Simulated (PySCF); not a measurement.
## Exercise with solution: entropy of an ideal gas

CsI, SMILES [I][Cs].

Geometry: PBE-D3(BJ)/def2-TZVPD. The def2 effective core potentials stand for the cores of Cs, I; spin–orbit coupling is left out.

PBE-D3(BJ)/def2-TZVPD (PySCF) gives the harmonic wavenumbers 115 cm⁻¹ and the rotational temperature 0.0335 K. The molar mass is 259.81 g/mol, the symmetry number 1, the spin multiplicity 1.

Work out the entropy at 298.15 K and 1 atm in the rigid-rotor, harmonic-oscillator model.


Translation (Sackur–Tetrode at 1 atm): S = R[1.5 ln M + 2.5 ln T − 1.16487] = 178.1 J/(mol K).
Rotation: q = T/(σ θ) = 8900, S = R[ln q + 1] = 83.9 J/(mol K).
Vibration: with u = 1.4388 ν/T, each mode gives R[u/(e^u − 1) − ln(1 − e^−u)]:
| ν (cm⁻¹) | modes | u | S (J/(mol K)) |
|---|---|---|---|
| 115 | 1 | 0.55 | 13.32 |
These are all the modes. Sum 13.3 J/(mol K).
Spin: R ln 1 = 0.0 J/(mol K).
Total 275.3 J/(mol K); the program's own thermochemistry gives 275.4. Translation makes up 65 % and vibration 5 %. Anharmonicity, hindered rotation and orbital degeneracy are left out.
